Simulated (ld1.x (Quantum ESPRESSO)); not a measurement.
**Configuration tests for cadmium (TM)**

- Element: Cd
- Generator: ld1.x (Quantum ESPRESSO) 7.5
- Type: norm-conserving Troullier–Martins (Kleinman–Bylander form)
- Functional: LDA (PZ)
- Relativity: scalar-relativistic
- Frozen core: [Ar] 3d10
- Valence charge: 20
- Reference configuration: 4s2 4p6 4d10 5s1 5p0 (charge +1)
- Partial waves: 4s (bound): rc 1.45 bohr; 4d (bound): rc 1.50 bohr; 4p (bound): rc 1.05 bohr
- Local potential: the p channel
- Core correction: none

Occupied shells without a wave of their own: 5s. They enter only through the test configuration that unscreens the potential.

Energies are relative to the spin-unpolarised reference configuration 4s2 4p6 4d10 5s1 5p0; without spin polarisation the order of configurations can differ from experiment. Spin-polarised rows fill each open shell by Hund’s rule, majority spin first.

```
               valence configuration  charge  ΔE all-electron (eV)  error AE − PS (meV)
                4s2 4p6 4d10 5s2 5p0       0                -9.628                 +826
                4s2 4p6 4d10 5s0 5p0      +2                17.520                -1312
                 4s2 4p6 4d9 5s0 5p0      +3                55.776                -1833
              4s2 4p6 4d10 5s1.5 5p0    +0.5                -5.752                 +467
                4s2 4p6 4d10 5s1 5p1       0                -4.838                  +54
                4s2 4p6 4d10 5s0 5p1      +1                 5.907                -1063
4s2 4p6 4d9 5s0 5p0 (spin-polarised)      +3                55.600                -1816
```

What are ΔE and the potential's error for 4s1 4p6 4d10 5s2 5p0?

ΔE = 103.821 eV all-electron; the error (AE − PS) is +1239 meV.

What are ΔE and the potential's error for 4s2 4p6 4d10 5s1 5p0 (spin-polarised)?

ΔE = -0.189 eV all-electron; the error (AE − PS) is -3.3 meV.

Levels in the configuration 4s2 4p6 4d9 5s0 5p0 (spin-polarised):

```csv
level,all-electron (eV),pseudo (eV)
4s up,-141.779,-142.521
4p up,-102.710,-103.387
4d up,-46.393,-46.969
4s down,-141.033,-141.688
4p down,-101.958,-102.522
4d down,-45.690,-46.196
```

The 5s level has no wave, so the channel is fitted at the deeper level alone: the likely source of the large errors.

The potential misses its own reference levels by up to 1.0 eV, so it is not fit for use.
